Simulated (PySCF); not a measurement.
Si(H)(Me)(NH2)2 (CH8N2Si), SMILES C[SiH](N)N.

Geometry: B3LYP-D3(BJ)/def2-SVP. Other conformers were not sampled.

Two levels are set side by side: PBE/def2-TZVP (PySCF) and B3LYP/def2-TZVP (PySCF). Same geometry, gas phase. Differences are taken from unrounded values.

| quantity | B3LYP | PBE | PBE minus B3LYP |
|---|---|---|---|
| orbital gap (eV) | 7.07 | 5.41 | -1.66 |
| highest occupied level (eV) | -6.57 | -5.37 | 1.20 |
| lowest empty level (eV) | 0.50 | 0.04 | -0.45 |
| dipole moment (D) | 2.01 | 1.99 | -0.02 |
| mean polarisability (bohr³) | 53.7 | 55.8 | 2.1 |

PBE's occupied levels lie high since its potential decays too fast outside the molecule; exact exchange lowers them and widens the gap. PBE's more diffuse valence density responds more strongly to a field. Differences between two approximate levels are no errors against the true value.

Rough cost on one machine, each run with all the roots and properties that it gave: B3LYP against PBE within a factor of 2.
